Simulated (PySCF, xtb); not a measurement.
Cd(F)(Et) (C2H5CdF), SMILES [Cd]([F])[CH2]C. Other conformers were not sampled.

Harmonic wavenumbers (cm⁻¹) from GFN2-xTB (xtb) at its own minimum, in rising order: 40, 80, 200, 238, 290, 413, 633, 923, 969, 1053, 1143, 1212, 1401, 1437, 1468, 1481, 2930, 2959, 2960, 2979, 2982.

Task: What does B3LYP-D3(BJ)/def2-SVP (PySCF) give at its own minimum? (Estimate from the structure and the level; the computed values follow.)

Result: 96, 118, 238, 247, 473, 610, 655, 947, 968, 1038, 1194, 1244, 1398, 1444, 1474, 1476, 3012, 3052, 3084, 3096, 3115. Paired by order, the mean absolute difference is 59 cm⁻¹ and the zero-point energies are 39.7 and 41.4 kcal/mol.
